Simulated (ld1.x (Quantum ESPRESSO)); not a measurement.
**Zn PAW: all-electron and pseudo phase curves**

* Element: Zn (Z = 30)
* Generator: ld1.x (Quantum ESPRESSO) 7.5
* Type: PAW
* Functional: BP86
* Relativity: scalar-relativistic
* Frozen core: [Ar]
* Valence charge: 12
* Reference configuration: 3d10 4s1 4p0 (charge +1)
* Partial waves: 4s (bound): rcut 1.60, rcutus 2.00 bohr; 4s channel at -0.65 Ry: rcut 1.60, rcutus 2.00 bohr; 4p (bound, empty): rcut 1.85, rcutus 2.40 bohr; 4p channel at 2.2 Ry: rcut 1.85, rcutus 2.40 bohr; 3d (bound): rcut 1.10, rcutus 1.25 bohr; 3d channel at -1.05 Ry: rcut 1.10, rcutus 1.25 bohr
* Local potential: all-electron potential smoothed inside 2.10 bohr (lloc = -1)
* Core correction: Bessel-smoothed model core inside 0.95 bohr
* Augmentation charge: PSQ, inside the norm-conserving radii

The phase is arctan(r·u′/u) with u = r·R(r), unwrapped; energies in Ry, scanned from -3 to 5 Ry. A pole is an energy at which the radial function vanishes at the test radius. The pseudo phase is shifted by a multiple of π to meet the all-electron one at the reference energy, and phase errors are pseudo minus all-electron; the curves can meet again beyond the range given. Levels narrower than the energy grid can be missing from the lists of poles.

Q: For each channel, where are the poles, and over which energies does the pseudopotential scatter like the atom?

A:

```
channel  radius (bohr)  reference energy (Ry)  poles, all-electron  poles, pseudo  unbroken range about the reference energy with phases within 0.05 rad  phase error 1 Ry above the reference energy (rad)
      s           2.60                  -1.04                 0.23           0.23                                                              below 3.0                                             -0.000
      p           2.60                  -0.58                 1.31           1.31                                                              below 4.3                                             -0.000
      d           2.60                  -1.46          -1.41, 3.26    -1.41, 3.31                                                        the whole range                                             -0.000
```

Phases in the d channel:

```
E (Ry)  all-electron  pseudo
 -3.00         1.333   1.333
 -2.52         1.305   1.305
 -2.04         1.253   1.253
 -1.56         0.757   0.756
 -1.08        -1.836  -1.836
 -0.60        -1.948  -1.948
 -0.12        -2.095  -2.095
  0.36        -2.411  -2.410
  0.84        -3.242  -3.238
  1.32        -4.096  -4.092
  1.80        -4.423  -4.420
  2.28        -4.568  -4.564
  2.76        -4.651  -4.647
  3.24        -4.710  -4.705
  3.72        -4.759  -4.752
  4.20        -4.806  -4.796
  4.68        -4.859  -4.843
```
